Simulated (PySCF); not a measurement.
B⁺: excitation energy

B⁺ [He] 2s2 (1S) → B⁺ [He] 2s1 2p1 (3P), as a difference of total energies. All numbers are calculated (PySCF 2.14, the non-relativistic Hamiltonian (point nucleus), in def2-QZVPPD (8s4p4d2f1g, 63 functions)). Correlated levels: valence: 1s2 frozen. The calculations carry no spin-orbit coupling.

| method | excitation energy (eV) | error (eV) |
| --- | --- | --- |
| UHF | 3.132 | -1.499 |
| MP2 (valence) | 4.065 | -0.566 |
| SCS-MP2 (valence) | 4.330 | -0.301 |
| CCSD (valence) | 4.644 | +0.013 |

Reference: 4.631 eV (measured; NIST levels, between the centres of gravity of the two terms).

Errors of the correlated levels include the incompleteness of this basis and the frozen core.

With two correlated electrons CCSD is exact in that space.
